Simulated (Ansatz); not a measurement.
Ideal-gas functions of CH₄GaO, SMILES `[CH3][Ga][OH]` radical at 800 K and 1 bar, from an Ansatz frequency run at PBE0-D4/def2-TZVP.

Molar mass 101.76 g/mol, point group Cs (symmetry number 1), electronic degeneracy 2, moments of inertia 27.061, 90.241, 114.098 u Å². Harmonic wavenumbers (cm⁻¹, unscaled): 50, 161, 297, 499, 623, 654, 685, 772, 1160, 1429, 1444, 3048, 3141, 3175, 3867.

Use S(trans) = R[1.5 ln M + 2.5 ln T − 1.1517]; rotational temperatures θ = 24.2544 K / I; S(rot) = R[ln(√π/σ · √(T³/θAθBθC)) + 1.5]; for each mode x = 1.438777 ν̃/T, S = R[x/(eˣ − 1) − ln(1 − e⁻ˣ)] and H = RT x/(eˣ − 1); 1 cm⁻¹ = 0.0119627 kJ/mol; R = 8.31446 J/(mol·K).

Task: By hand: the entropy, in J/(mol·K).

Result: Translation 187.0. Rotation: θ = 0.8963, 0.2688, 0.2126 K, giving 113.0. Vibration, mode by mode: 28.35, 18.65, 13.63, 9.49, 7.79, 7.43, 7.09, 6.22, 3.56, 2.43, 2.38, 0.23, 0.20, 0.19, 0.06, in all 107.7. Electronic 5.8. Sum 413.5 J/(mol·K).

Task: By hand: H − E and G − E in kJ/mol, counted from the electronic energy.

Result: Zero-point energy ½ × 21005 × 0.0119627 = 125.6; thermal vibration 40.0; translation, rotation and pV give 4 RT = 26.6. H − E = 192.2 kJ/mol, and G − E = 192.2 − 800 × 413.5/1000 = -138.6 kJ/mol.

Vibration gives 26 % of the entropy, 28.3 J/(mol·K) of it from the mode under 150 cm⁻¹: soft modes count most, and the harmonic formula is weakest for them. The sum counts one conformer and one mirror image; others add a mixing term.
